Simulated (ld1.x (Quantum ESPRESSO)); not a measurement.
## Transferability test, TM potential for nickel (Ni)

```json
{
  "Element": "nickel (Ni)",
  "Generator": "ld1.x (Quantum ESPRESSO) 7.5",
  "Type": "norm-conserving Troullier–Martins (Kleinman–Bylander form)",
  "Functional": "PBE",
  "Relativity": "scalar-relativistic",
  "Frozen core": "[Ne]",
  "Valence charge": "18",
  "Reference configuration": "3s2 3p6 3d8 4s2 4p0",
  "Partial waves": "3p (bound): rc 0.95 bohr; 3d (bound): rc 1.00 bohr; 3s (bound): rc 1.25 bohr",
  "Local potential": "the s channel",
  "Core correction": "none"
}
```

Occupied shells without a wave of their own: 4s. They enter only through the test configuration that unscreens the potential.

Energies are relative to the spin-unpolarised reference configuration 3s2 3p6 3d8 4s2 4p0; without spin polarisation the order of configurations can differ from experiment.

```json
{"valence configuration": "3s2 3p6 3d8 4s1 4p0", "charge": "+1", "ΔE all-electron (eV)": "9.322", "error AE − PS (meV)": "-1475"}
{"valence configuration": "3s2 3p6 3d7 4s0 4p0", "charge": "+3", "ΔE all-electron (eV)": "64.140", "error AE − PS (meV)": "-5481"}
{"valence configuration": "3s2 3p6 3d8.5 4s1.5 4p0", "charge": "0", "ΔE all-electron (eV)": "-1.183", "error AE − PS (meV)": "-477"}
{"valence configuration": "3s2 3p6 3d8 4s1.5 4p0", "charge": "+0.5", "ΔE all-electron (eV)": "3.717", "error AE − PS (meV)": "-646"}
{"valence configuration": "3s2 3p6 3d9 4s0 4p0", "charge": "+1", "ΔE all-electron (eV)": "6.318", "error AE − PS (meV)": "-2277"}
```

(1) What are ΔE and the potential's error for 3s2 3p6 3d8 4s0 4p0?

(2) What are ΔE and the potential's error for 3s2 3p5 3d8 4s2 4p0?

Levels in the configuration 3s2 3p6 3d7 4s0 4p0:

```json
{"level": "3s", "all-electron (eV)": "-150.583", "pseudo (eV)": "-152.558"}
{"level": "3p", "all-electron (eV)": "-110.707", "pseudo (eV)": "-112.634"}
{"level": "3d", "all-electron (eV)": "-47.063", "pseudo (eV)": "-48.898"}
```

The potential misses its own reference levels by up to 1.1 eV, so it is not fit for use.

Results:

(1) ΔE = 26.673 eV all-electron; the error (AE − PS) is -3733 meV.

(2) ΔE = 79.524 eV all-electron; the error (AE − PS) is +77 meV.

These tests converged, but a pseudo level misses the all-electron one widely, so the file describes the atom poorly there or has found another state: 3s2 3p6 3d8 4s0 4p0: empty 4s by 2.7 eV; 3s2 3p6 3d7 4s0 4p0: empty 4s by 3.8 eV; 3s2 3p6 3d8.5 4s1.5 4p0: 4s by 1.1 eV. The 4s level has no wave, so the channel is fitted at the deeper level alone: the likely source of the large errors.
